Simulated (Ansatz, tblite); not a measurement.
Isomers of Cu2F2⁺ (doublet), found by a short tight-binding search and relaxed with B3LYP-D4/def2-SVP in Ansatz.

The xTB rows come from tblite. B3LYP takes the VWN-RPA correlation. Correlated methods freeze 20 core orbitals. In CCSD on the charge 1 doublet the largest single amplitude is 0.17, so its Hartree–Fock determinant may place the open shell otherwise than the density functionals do.

Run but left out: PBE-D4/def2-TZVP, r2SCAN-D4/def2-TZVP (A: an occupied level 0.04 to 0.11 eV above an empty one).

Other spin states were run for one of them alone.

A:

```csv
atom,x (Å),y (Å),z (Å)
Cu1,0.0803,-1.4482,0.1562
Cu2,-0.0803,1.4474,-0.1567
F3,-1.1816,-0.1072,-0.3895
F4,1.1816,0.1080,0.3900
```

B:

```xyz
4

Cu    0.004    0.442    0.847
Cu   -0.009   -1.276   -2.434
F     0.005    1.237    2.358
F     0.000   -0.403   -0.770
```

**Question.** Estimate their order by electronic energy at CCSD(T)/def2-TZVP, counted from the lowest.

**Answer.** B (0.0) < A (96.0), in kJ/mol.

**Question.** Do the other levels pick the same lowest one?

**Answer.** Not GFN1-xTB. Energies above each level's lowest (kJ/mol):

```tsv
level	A	B
GFN1-xTB	0.0	8.0
GFN2-xTB	22.9	0.0
HF/def2-TZVP	121.6	0.0
B3LYP-D4/def2-TZVP	28.5	0.0
PBE0-D4/def2-TZVP	40.7	0.0
MP2/def2-TZVP	106.8	0.0
CCSD/def2-TZVP	102.9	0.0
CCSD(T)/def2-TZVP	96.0	0.0
```
Point groups (tolerance 0.1 Å): A D2h, B C∞v. Lower isomers may exist.
